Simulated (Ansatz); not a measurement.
BFH6OSi2 can be A, `B[SiH2]O[SiH2]F`, or B, `OB[SiH2][SiH2]F`.

Computed with Ansatz on PBE0-D4/def2-TZVP structures; ΔE is electronic, products minus reactants. CCSD(T)/CBS adds triple-zeta CCSD(T) − MP2 to the extrapolated MP2 energy (def2 sets, frozen cores). Functionals use def2-TZVPP. One conformer a species, not always the lowest.

A:

Z-matrix (Å, degrees):
```
Si
O 1 1.651
B 1 2.004 2 114.9
H 1 1.491 2 107.4 3 121.5
H 1 1.490 2 108.1 3 -122.4
Si 2 1.615 1 144.6 3 11.0
H 3 1.196 1 123.9 2 1.0
H 3 1.197 1 118.6 2 -179.3
F 6 1.596 2 109.6 1 53.8
H 6 1.480 2 110.9 1 -63.8
H 6 1.476 2 108.8 1 171.4
```

B:

```xyz
11

O     1.9713   -0.0354   -1.1039
B     1.3779   -1.0972   -0.5334
Si   -0.3295   -0.9352    0.5832
Si   -1.2026    1.2116    0.2240
F     0.0467    2.0526   -0.4029
H     1.5199    0.8070   -0.9638
H     1.9139   -2.1580   -0.7008
H    -1.3510   -1.9591    0.2254
H    -0.0160   -1.0976    2.0328
H    -2.2859    1.2569   -0.7925
H    -1.6446    1.9543    1.4319
```

**Question.** Which is lower in electronic energy at CCSD(T)/CBS, and by how much? (An estimate is asked.)

**Answer.** Computed: A, by 16.3 kcal/mol.

**Question.** Give E(B) − E(A) in kcal/mol with HF/def2-TZVPP, CCSD/def2-TZVPP, r2SCAN-D4, ωB97M-V, MP2/def2-TZVPP, PBE0-D4, B2PLYP. (Best estimate.)

**Answer.** Computed: HF/def2-TZVPP 27.2, CCSD/def2-TZVPP 17.7, r2SCAN-D4 12.9, ωB97M-V 15.3, MP2/def2-TZVPP 17.9, PBE0-D4 9.5, B2PLYP 16.4. None reverses the order clearly.

Largest T1 diagnostic: 0.014.

In def2-TZVPP, CCSD(T) changes the Hartree–Fock value by −11.5 kcal/mol (the triples alone add −2.0 kcal/mol) and MP2 by −9.3 kcal/mol. From PBE to PBE0 (25 % exact exchange), in def2-TZVPP and without D4, E(B) − E(A) moves by +4.2 kcal/mol.
